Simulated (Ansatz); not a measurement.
Reaction (hydrogenolysis of the Si–C bond): `O=C[SiH2]F` + H₂ → `F[SiH3]` + `C=O`

Isolated molecules relaxed with PBE0-D4/def2-TZVP in Ansatz; ΔE leaves out vibrations. CCSD(T)/CBS adds triple-zeta CCSD(T) − MP2 to the extrapolated MP2 energy (def2 sets, frozen cores). This one scheme is used for every species. Each species was taken in one conformer, which may not be the lowest.

| species | CCSD(T)/CBS(def2) energy (Eh) |
| --- | --- |
| `O=C[SiH2]F` | -503.92730 |
| H₂ | -1.17544 |
| `F[SiH3]` | -390.72345 |
| `C=O` | -114.39408 |

Problem. Work out ΔE.

Solution. ΔE = (-390.72345) + (-114.39408) − (-503.92730) − (-1.17544) = -0.01479 Eh = -0.40 eV.

Problem. What do rigid-rotor, harmonic-oscillator terms from PBE0-D4/def2-TZVP frequencies (298.15 K, 1 bar) make of the CCSD(T)/CBS value? (Best estimate.)

Solution. The calculation gave: ΔZPE = +0.17 eV, ΔH = -0.28 eV, ΔS = 17 J/(mol·K), ΔG = -0.33 eV.

Largest T1 diagnostic among the species: 0.015.

From BLYP to BHLYP (50 % exact exchange), in def2-TZVPP and without D4, ΔE moves by −0.13 eV. The D4 term adds +0.07 eV with B3LYP and +0.04 eV with PBE0; it sums over pairs of atoms, weighted by their polarisabilities, and B3LYP, whose exchange is more repulsive, gets the larger term. At CCSD(T), def2-SVP lies −0.13 eV from the extrapolated value and def2-TZVPP −0.04 eV.

B3LYP here is the variant with VWN-RPA as its local correlation; programs differ in this.
